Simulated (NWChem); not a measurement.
System: PbBrF, singlet; SMILES [F][Pb][Br]

Here is an NWChem input.

```
start job
memory heap 200 mb stack 900 mb global 1100 mb
geometry units angstroms noautoz
  Pb    -0.224261     0.705526     0.000000
  F      1.749196     1.280960     0.000000
  Br     0.094557    -1.904942     0.000000
end
basis spherical
  * library def2-svp
end
ecp
  Pb library def2-ecp
end
dft
  xc xpbe96 cpbe96
  iterations 150
  vectors input atomic output neutral.movecs
end
task dft energy
charge 1
dft
  odft
  mult 2
  vectors input atomic output cation.movecs
end
task dft energy
```

Excerpt of the output:

```
             Northwest Computational Chemistry Package (NWChem) 7.3.0
             --------------------------------------------------------

 CS  symmetry detected

                             Geometry "geometry" -> ""
                             -------------------------

 Output coordinates in angstroms (scale by  1.889725989 to convert to a.u.)

  No.       Tag          Charge          X              Y              Z
 ---- ---------------- ---------- -------------- -------------- --------------
    1 Pb                  82.0000    -0.22106365     0.68680771     0.00000000
    2 F                    9.0000     1.75934375     1.23784616     0.00000000
    3 Br                  35.0000     0.06551787    -1.92739564     0.00000000

 Effective nuclear repulsion energy (a.u.)     813.9105389180

      Symmetry information
      --------------------

 Group name             Cs
 Group number              2
 Group order               2
 No. of unique centers     3

 Summary of "ao basis" -> "ao basis" (spherical)
 ------------------------------------------------------------------------------
       Tag                 Description            Shells   Functions and Types
 ---------------- ------------------------------  ------  ---------------------
 Pb                         def2-svp                10       26   4s4p2d
 F                          def2-svp                 6       14   3s2p1d
 Br                         def2-svp                12       32   5s4p3d

      Symmetry analysis of basis
      --------------------------

        a'         50
        a"         22

            General Information
            -------------------
          SCF calculation type: DFT
          Wavefunction type:  closed shell.
          No. of atoms     :     3
          No. of electrons :    66
           Alpha electrons :    33
            Beta electrons :    33
          Charge           :     0
          Spin multiplicity:     1
          Use of symmetry is: on ; symmetry adaption is: on
          Maximum number of iterations: 150
          AO basis - number of functions:    72
                     number of shells:    28
          Convergence on energy requested:  1.00D-06
          Convergence on density requested:  1.00D-05
          Convergence on gradient requested:  5.00D-04

              XC Information
              --------------
          PerdewBurkeErnzerhof Exchange Functional  1.000
            Perdew 1991 LDA Correlation Functional  1.000 local
           PerdewBurkeErnz. Correlation Functional  1.000 non-local

             Grid Information
             ----------------
          Grid used for XC integration:  medium
          Radial quadrature: Mura-Knowles
          Angular quadrature: Lebedev.
          Tag              B.-S. Rad. Rad. Pts. Rad. Cut. Ang. Pts.
          ---              ---------- --------- --------- ---------
          Pb                  1.80      123           9.0       590
          F                   0.50       49          10.0       434
          Br                  1.15      112          10.0       590
          Grid pruning is: on
          Number of quadrature shells:   284
          Spatial weights used:  Erf1

      Superposition of Atomic Density Guess
      -------------------------------------

 Sum of atomic energies:       -2890.73841316

      Non-variational initial energy
      ------------------------------

 Total energy =   -2863.059870
 1-e energy   =   -4560.727133
 2-e energy   =    1445.326004
 HOMO         =      -0.340912
 LUMO         =      -0.046601

      Symmetry analysis of molecular orbitals - initial
      -------------------------------------------------

  Numbering of irreducible representations:

     1 a'          2 a"

  Orbital symmetries:

     1 a'          2 a'          3 a'          4 a'          5 a"
     6 a'          7 a'          8 a'          9 a'         10 a"
    11 a'         12 a'         13 a'         14 a"         15 a'
    16 a'         17 a"         18 a'         19 a"         20 a'
    21 a'         22 a'         23 a'         24 a"         25 a"
    26 a'         27 a'         28 a'         29 a"         30 a'
    31 a"         32 a'         33 a'         34 a"         35 a'
    36 a'         37 a'         38 a'         39 a"         40 a'
    41 a"         42 a'         43 a"

   convergence    iter        energy       DeltaE   RMS-Dens  Diis-err
 ---------------- ----- ----------------- --------- --------- ---------
 d= 0,ls=0.0,diis     1  -2865.9813282491 -3.12D+03  5.46D-02  1.02D+00
 d= 0,ls=0.0,diis     2  -2860.7636520059  5.22D+00  4.66D-02  3.99D+01
 d= 0,ls=0.0,diis     3  -2865.8448813628 -5.08D+00  2.25D-02  1.51D+00
 d= 0,ls=0.0,diis     4  -2866.0745530901 -2.30D-01  7.24D-03  3.12D-01
 d= 0,ls=0.0,diis     5  -2866.1215241887 -4.70D-02  1.35D-03  6.06D-03
  Resetting Diis
 d= 0,ls=0.0,diis     6  -2866.1220557528 -5.32D-04  6.32D-04  1.16D-03
 d= 0,ls=0.0,diis     7  -2866.1223353590 -2.80D-04  1.18D-04  2.11D-05
 d= 0,ls=0.0,diis     8  -2866.1223333665  1.99D-06  8.55D-05  3.36D-05
 d= 0,ls=0.0,diis     9  -2866.1223373006 -3.93D-06  2.66D-05  8.28D-06
 d= 0,ls=0.0,diis    10  -2866.1223382349 -9.34D-07  9.47D-06  2.58D-07

         Total DFT energy =    -2866.122338234881
      One electron energy =    -4562.451944481792
           Coulomb energy =     1561.421363245461
    Exchange-Corr. energy =     -117.433016890027
 Nuclear repulsion energy =      252.341259891477

 Numeric. integr. density =       65.999991304415

                  Occupations of the irreducible representations
                  ----------------------------------------------

                     irrep           alpha         beta
                     --------     --------     --------
                     a'               24.0         24.0
                     a"                9.0          9.0

                       DFT Final Molecular Orbital Analysis
                       ------------------------------------

 Vector   31  Occ=2.000000D+00  E=-2.553180D-01  Symmetry=a'
              MO Center=  3.5D-01, -4.6D-01,  1.4D-15, r^2= 4.6D+00
   Bfn.  Coefficient  Atom+Function         Bfn.  Coefficient  Atom+Function
  ----- ------------  ---------------      ----- ------------  ---------------
    56      0.448061  3 Br py                53      0.389192  3 Br py
    31     -0.275590  2 F  py                50     -0.260393  3 Br py
     3     -0.256330  1 Pb s                 30      0.231212  2 F  px
     4     -0.222051  1 Pb s                 34      0.197492  2 F  py
     1      0.183461  1 Pb s                 12     -0.184100  1 Pb py

 Vector   32  Occ=2.000000D+00  E=-2.510885D-01  Symmetry=a"
              MO Center=  1.1D-01, -1.7D+00,  3.8D-16, r^2= 2.2D+00
   Bfn.  Coefficient  Atom+Function         Bfn.  Coefficient  Atom+Function
  ----- ------------  ---------------      ----- ------------  ---------------
    57      0.576893  3 Br pz                54      0.501130  3 Br pz
    51     -0.336483  3 Br pz                32      0.139762  2 F  pz
    13      0.112847  1 Pb pz                48      0.109517  3 Br pz
    35     -0.103790  2 F  pz                16      0.084022  1 Pb pz
    18      0.063856  1 Pb d -1              23     -0.040252  1 Pb d -1

 Vector   33  Occ=2.000000D+00  E=-2.415743D-01  Symmetry=a'
              MO Center=  1.4D-01, -1.6D+00,  1.8D-15, r^2= 2.4D+00
   Bfn.  Coefficient  Atom+Function         Bfn.  Coefficient  Atom+Function
  ----- ------------  ---------------      ----- ------------  ---------------
    55      0.581191  3 Br px                52      0.505785  3 Br px
    49     -0.338606  3 Br px                30     -0.157423  2 F  px
     3      0.129240  1 Pb s                 33      0.117037  2 F  px
    46      0.110174  3 Br px                 4      0.094682  1 Pb s
     1     -0.090048  1 Pb s                 17      0.072845  1 Pb d -2

 Vector   34  Occ=0.000000D+00  E=-1.296637D-01  Symmetry=a"
              MO Center= -1.7D-01,  5.5D-01, -1.8D-14, r^2= 3.8D+00
   Bfn.  Coefficient  Atom+Function         Bfn.  Coefficient  Atom+Function
  ----- ------------  ---------------      ----- ------------  ---------------
    13      0.613179  1 Pb pz                16      0.508369  1 Pb pz
    57     -0.235038  3 Br pz                10     -0.198068  1 Pb pz
    32      0.192618  2 F  pz                 7     -0.191629  1 Pb pz
    54     -0.169935  3 Br pz                35     -0.156151  2 F  pz
    51      0.112002  3 Br pz                25      0.048054  1 Pb d  1

 Vector   35  Occ=0.000000D+00  E=-5.506341D-02  Symmetry=a'
              MO Center= -2.2D-01,  4.5D-01, -7.7D-16, r^2= 5.0D+00
   Bfn.  Coefficient  Atom+Function         Bfn.  Coefficient  Atom+Function
  ----- ------------  ---------------      ----- ------------  ---------------
    15      0.641829  1 Pb py                12      0.491228  1 Pb py
    56      0.477247  3 Br py                 3     -0.425764  1 Pb s
    14     -0.304621  1 Pb px                45      0.273636  3 Br s
    53      0.257956  3 Br py                44      0.205144  3 Br s
    11     -0.194372  1 Pb px                 1      0.188384  1 Pb s

 Vector   36  Occ=0.000000D+00  E=-4.831588D-02  Symmetry=a'
              MO Center= -2.7D-01,  6.7D-01,  3.2D-14, r^2= 4.4D+00
   Bfn.  Coefficient  Atom+Function         Bfn.  Coefficient  Atom+Function
  ----- ------------  ---------------      ----- ------------  ---------------
    14      0.648770  1 Pb px                11      0.407899  1 Pb px
    15      0.375851  1 Pb py                29     -0.281311  2 F  s
    30     -0.240791  2 F  px                 3      0.218012  1 Pb s
    12      0.215645  1 Pb py                55     -0.203594  3 Br px
    33      0.199498  2 F  px                 8     -0.143322  1 Pb px

     Multipole analysis of the density
     ---------------------------------

[...]
```

Level: PBE/def2-SVP with def2 effective core potentials on Pb, vertical spin-unrestricted ions. Low-valent species are run as closed-shell singlets; no triplet was tried in these runs. All runs use the structure optimised with PBE0/def2-SVP. Not confirmed as a minimum by frequencies. def2 effective core potentials on Pb; no spin-orbit coupling.
